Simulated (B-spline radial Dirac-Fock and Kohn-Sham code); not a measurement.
**Electron momentum distribution of Au: Compton profiles**

System: the free gold atom in the configuration [Xe] 4f14 5d10 6s1.

Input of the calculation (task.json; shells as n, l, electrons):

```json
{"items": [{
  "Z": 79,
  "q": 0,
  "cfg": [[1, 0, 2], [2, 0, 2], [2, 1, 6], [3, 0, 2], [3, 1, 6], [3, 2, 10], [4, 0, 2], [4, 1, 6], [4, 2, 10], [4, 3, 14], [5, 0, 2], [5, 1, 6], [5, 2, 10], [6, 0, 1]],
  "A": 197,
  "rrms": 5.4371,
  "do": ["scatter"],
  "s": [0.0, 0.05, 0.1, 0.15, 0.2, 0.25, 0.3, 0.35, 0.4, 0.45, 0.5, 0.6, 0.7, 0.8, 0.9, 1.0, 1.1, 1.2, 1.4, 1.6, 1.8, 2.0, 2.5, 3.0, 3.5, 4.0, 5.0, 6.0],
  "pz": [0, 0.1, 0.2, 0.3, 0.4, 0.5, 0.6, 0.8, 1.0, 1.2, 1.4, 1.6, 1.8, 2.0, 2.5, 3.0, 4.0, 5.0, 7.0, 10.0, 15.0, 20.0, 30.0, 40.0, 60.0, 100.0],
  "hv_scatter": [1000, 2000, 5000, 8047.8, 10000, 17479.3, 20000, 30000, 50000, 100000, 200000, 500000, 1000000]
}]}
```

Command: `python xray_run.py task.json out`

Level of theory: the impulse approximation on configuration-average Dirac-Fock orbitals; a B-spline atomic structure program. pz is in atomic units of momentum; subshell profiles are per electron, for a selection of subshells; open shells are spread over both j values by their weights.

```
 pz   J total   J 1s1/2   J 5p3/2   J 6s1/2  tabulated J
  0     10.02   0.00929     0.266      1.41         10.0
0.1     9.906   0.00929     0.266      1.30         9.90
0.2     9.608   0.00929     0.266      1.02         9.61
0.3     9.249   0.00929     0.265     0.688         9.25
0.4     8.924   0.00929     0.264     0.410         8.92
0.5     8.662   0.00929     0.262     0.223         8.66
0.6     8.450   0.00929     0.258     0.116         8.45
0.8     8.050   0.00929     0.245    0.0443         8.05
  1     7.570   0.00929     0.225    0.0374         7.57
1.2     7.002   0.00929     0.198    0.0363         7.00
1.4     6.396   0.00929     0.168    0.0311         6.40
1.6     5.805   0.00928     0.136    0.0237         5.80
1.8     5.266   0.00928     0.107    0.0166         5.27
  2     4.797   0.00928    0.0812    0.0110         4.80
2.5     3.944   0.00927    0.0370   0.00383         3.95
  3     3.438   0.00926    0.0178   0.00231         3.44
  4     2.852   0.00923    0.0117   0.00206         2.85
  5     2.365   0.00920    0.0105   0.00115         2.36
  7     1.527   0.00911   0.00342  0.000245         1.53
 10    0.8563   0.00893  0.000991  0.000184        0.860
 15    0.4234   0.00850  0.000555  2.88e-05        0.420
 20    0.2360   0.00795  0.000122  1.94e-05        0.240
 30   0.09090   0.00662  6.12e-05  6.06e-06       0.0910
 40   0.04235   0.00525  3.69e-05    < 1e-6       0.0420
 60   0.01348   0.00302  7.04e-06    < 1e-6       0.0130
100  0.002820  0.000922    < 1e-6    < 1e-6      0.00280
```

J(0) = 10.02. The 5d5/2 subshell gives the largest part, 17 %.

Mean momentum ⟨p⟩ by subshell (a.u.): 1s1/2 85.2, 2s1/2 30.4, 2p1/2 40.0, 2p3/2 34.6, 3s1/2 15.3, 3p1/2 18.3, 3p3/2 16.7, 3d3/2 20.0, 3d5/2 19.5, 4s1/2 7.93, 4p1/2 8.91, 4p3/2 8.22, 4d3/2 9.11, 4d5/2 8.88, 4f5/2 9.16, 4f7/2 9.04, 5s1/2 3.32, 5p1/2 3.49, 5p3/2 3.16, 5d3/2 2.66, 5d5/2 2.51, 6s1/2 0.769.

Tabulated profile: Biggs, Mendelsohn and Mann, At. Data Nucl. Data Tables 16, 201 (1975), a Hartree-Fock calculation.
